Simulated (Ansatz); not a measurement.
All numbers were calculated with Ansatz.

A structure relaxed at PBE0-D4/def2-TZVP, charge 0, multiplicity 1:

```xyz
9

Al    0.491   -1.340   -1.121
N    -0.186   -0.131   -0.022
C     0.430    1.115    0.620
Al   -1.379    0.675    0.986
H    -0.465   -2.517   -1.588
H     2.000   -1.227   -1.605
H     1.245    0.907    1.314
H     0.723    1.889   -0.090
H    -2.860    0.628    1.505
```

Q: Give its formula and SMILES.

A: CH5Al2N, `[AlH2][N]1[CH2][AlH]1`.

Q: Point group (tolerance 0.08 Å, 0.16 Å for H)?

A: Cs.

Q: Summarise the bond lengths by kind.

A: 2 × Al–N 1.758 to 1.768 Å; 3 × Al–H 1.569 to 1.589 Å; 1 × C–N 1.532 Å; 1 × Al–C 1.898 Å; 2 × C–H 1.090 Å.
